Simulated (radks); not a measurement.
Task: The neon ion Ne+, configuration [He] 2s1.5 2p5.5 (fractional occupations, a model configuration). Calculated with a radial shooting solver on a logarithmic mesh with Libxc functionals: non-relativistic Kohn-Sham, r2SCAN, spin-polarised, spherical densities, point nucleus; open shells are filled with parallel spins first; meta-GGA in the generalised Kohn-Sham scheme. Some entries of the table are withheld. Estimate them.

| orbital | occ. | eigenvalue (hartree) | <r^2> (bohr^2) |
|---|---|---|---|
| 1s up | 1 | -31.60875 | 0.03373 |
| 1s down | 1 | -31.56533 | 0.03369 |
| 2s up | 1 | -2.16821 | 0.8886 |
| 2s down | 0.5 | -2.06792 | 0.9146 |
| 2p up | 3 | (1) | (2) |
| 2p down | 2.5 | (3) | (4) |

Result: 
(1) 2p up eigenvalue (hartree): -1.26184
(2) 2p up <r^2> (bohr^2): 0.9754
(3) 2p down eigenvalue (hartree): -1.16515
(4) 2p down <r^2> (bohr^2): 1.032
